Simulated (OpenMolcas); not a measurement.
# V3+: ligand-field states by method

V3+ with 6 ligands (ammonia) in trigonal antiprismatic coordination (S6) at 2.06 Å, a polar angle of 59.1° against the regular 54.74°. Ligand basis ANO-RCC-VDZP.

| Property | Result |
| --- | --- |
| Program | OpenMolcas |
| Basis | ANO-RCC-VDZP [5s4p2d1f] |
| Scalar Hamiltonian | DKH2, point nucleus |
| Active space | 2 electrons in 5 orbitals (3d) |
| State averaging | 2S+1 = 3 even, 10 roots; 2S+1 = 1 even, 15 roots |
| Spin-orbit coupling | state interaction with AMFI integrals over the reference wave functions |

I. CASSCF
II. SS-CASPT2, IPEA 0.25 Eh, imaginary shift 0.1 Eh (closed shells correlated: 3s 3p and the ligand valence shells)

Spin-free states in cm-1, each column counted from its own energy of the first state listed:

| State | Degeneracy | I | II |
| --- | --- | --- | --- |
| 2S+1 = 3 | 1 | 0 | 0 |
| 2S+1 = 3 | 2 | 774 | 610 |
| 2S+1 = 1 | 2 | 13864 | 10200 |
| 2S+1 = 1 | 1 | 13966 | 10530 |
| 2S+1 = 1 | 2 | 14148 | 10480 |
| 2S+1 = 3 | 2 | 21184 | 23030 |
| 2S+1 = 3 | 1 | 21574 | 23100 |
| 2S+1 = 1 | 1 | 29570 | 23060 |
| 2S+1 = 3 | 2 | 32973 | 31730 |
| 2S+1 = 3 | 1 | 34187 | 32980 |
| 2S+1 = 1 | 1 | 35757 | 33850 |
| 2S+1 = 1 | 2 | 35817 | 34680 |
| 2S+1 = 1 | 2 | 39053 | 37230 |
| 2S+1 = 1 | 1 | 39367 | 37470 |
| 2S+1 = 3 | 1 | 44556 | 49510 |
| 2S+1 = 1 | 2 | 58783 | 60790 |
| 2S+1 = 1 | 1 | 76167 | 73390 |

From I to II, I's first state of the same spin (2S+1 = 3) moves from 774 to 610 cm-1, by about -170 cm-1.

From I to II, I's first state of another spin (2S+1 = 1) moves from 13864 to 10200 cm-1, by about -3700 cm-1.

χT at 300 K: I 0.94, II 0.93 cm3 K/mol.

Roots that are degenerate in the reference are averaged as groups; the widest CASPT2 spread within a group is 97 cm-1 (the 2-fold group of multiplicity 3 near 23000 cm-1 above the lowest state of its run, II). Shifts and gaps below about the spread of the groups concerned are not significant. Over all roots computed the reference weight is 0.69 to 0.71 in II; a low but even weight reflects the number of correlated electrons. The least metal-like active orbital is 84 % on the metal (Löwdin) and no ligand orbital is active, so the numbers are rough. Ligand-to-metal charge-transfer states are missing. With no ligand orbital active B as a rule stays too high, so bands that hang on it stand too high and its fall with covalency is understated. Without dynamic correlation the repulsion within the d shell is too large (B by tens of per cent), so at a given field states of lower spin stand too high (holds for I). With metal d orbitals alone the field can be off either way by tens of per cent (holds for I). With one d shell and no ligand orbital active, 10Dq can be off by a tenth or more (holds for II). No measured value stands beside these numbers; the geometry was imposed, not optimised, and the real ion may take another.

A state without a sure symmetry label is named by its multiplicity alone.
